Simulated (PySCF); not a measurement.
# P²⁺ (phosphorus, charge +2) across methods

[Ne] 3s2 3d1, 2D determinant (an excited configuration). All numbers are calculated (PySCF 2.14, the spin-free X2C one-electron Hamiltonian (Gaussian nucleus), in x2c-TZVPPall with one added diffuse shell each of s, p, d type (6s6p4d1f, 51 functions)).

```json
{"method": "TPSS", "E (hartree)": "-340.5364", "mean ε 3s α (eV)": "-35.731", "mean ε 3s β (eV)": "-34.910", "mean ε 3d α (eV)": "-14.221", "Σ⟨r²⟩ (bohr²)": "16.94", "⟨S²⟩": "0.751"}
{"method": "UHF", "E (hartree)": "-339.95761", "mean ε 3s α (eV)": "-40.267", "mean ε 3s β (eV)": "-39.435", "mean ε 3d α (eV)": "-16.046", "Σ⟨r²⟩ (bohr²)": "18.29", "⟨S²⟩": "0.751"}
{"method": "PBE0", "E (hartree)": "-340.3801", "mean ε 3s α (eV)": "-37.021", "mean ε 3s β (eV)": "-36.287", "mean ε 3d α (eV)": "-14.794", "Σ⟨r²⟩ (bohr²)": "17.22", "⟨S²⟩": "0.751"}
{"method": "BP86", "E (hartree)": "-340.5566", "mean ε 3s α (eV)": "-35.755", "mean ε 3s β (eV)": "-35.086", "mean ε 3d α (eV)": "-14.221", "Σ⟨r²⟩ (bohr²)": "17.00", "⟨S²⟩": "0.751"}
{"method": "r2SCAN", "E (hartree)": "-340.4726", "mean ε 3s α (eV)": "-35.711", "mean ε 3s β (eV)": "-35.191", "mean ε 3d α (eV)": "-14.208", "Σ⟨r²⟩ (bohr²)": "17.05", "⟨S²⟩": "0.752"}
{"method": "BLYP", "E (hartree)": "-340.5530", "mean ε 3s α (eV)": "-35.530", "mean ε 3s β (eV)": "-34.862", "mean ε 3d α (eV)": "-14.051", "Σ⟨r²⟩ (bohr²)": "17.06", "⟨S²⟩": "0.751"}
{"method": "LDA", "E (hartree)": "-339.2325", "mean ε 3s α (eV)": "-35.861", "mean ε 3s β (eV)": "-35.075", "mean ε 3d α (eV)": "-13.880", "Σ⟨r²⟩ (bohr²)": "17.11", "⟨S²⟩": "0.751"}
{"method": "wB97M-V", "E (hartree)": "-340.5035", "mean ε 3s α (eV)": "-39.431", "mean ε 3s β (eV)": "-38.850", "mean ε 3d α (eV)": "-16.388", "Σ⟨r²⟩ (bohr²)": "17.47", "⟨S²⟩": "0.750"}
{"method": "PBE", "E (hartree)": "-340.3684", "mean ε 3s α (eV)": "-35.663", "mean ε 3s β (eV)": "-34.907", "mean ε 3d α (eV)": "-14.150", "Σ⟨r²⟩ (bohr²)": "17.05", "⟨S²⟩": "0.751"}
```

The outer electron is Rydberg-like, and this basis confines it to a smaller radius and binds it less than a complete one would.
